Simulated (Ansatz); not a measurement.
A run of Ansatz (development build ahead of 0.2.0) on doublet ScO at this shape:

```json
{"atom": "Sc", "x (Å)": "-0.0221", "y (Å)": "0.0389", "z (Å)": "-0.4744"}
{"atom": "O", "x (Å)": "-0.0364", "y (Å)": "-0.0078", "z (Å)": "1.1530"}
```

Its results:

```yaml
Converged: yes
Reference_energy: -834.64817 hartree
Correlation_energy: -0.46010 hartree
Total_energy: -835.10828 hartree
Spin_squared_of_the_determinant: 0.754
```

Problem. Which input gives this output? Name the method, the orbitals and the basis set, and write the input.

Solution. UHF-MP2 in aug-cc-pVDZ.

```yaml
crystal:
  periodic: [false, false, false]
  atoms:
    - { symbol: Sc, position_ang: [-0.0221, 0.03885, -0.47437] }
    - { symbol: O, position_ang: [-0.03639, -0.0078, 1.15303] }
basis:
  gaussian: { orbitals: aug-cc-pVDZ }
magnetization:
  spin_polarized: true
  initial_magnetization: 1
hamiltonian:
  xc: hf
correlation:
  method: mp2
  frozen_orbitals: { O: 1, Sc: 5 }
```
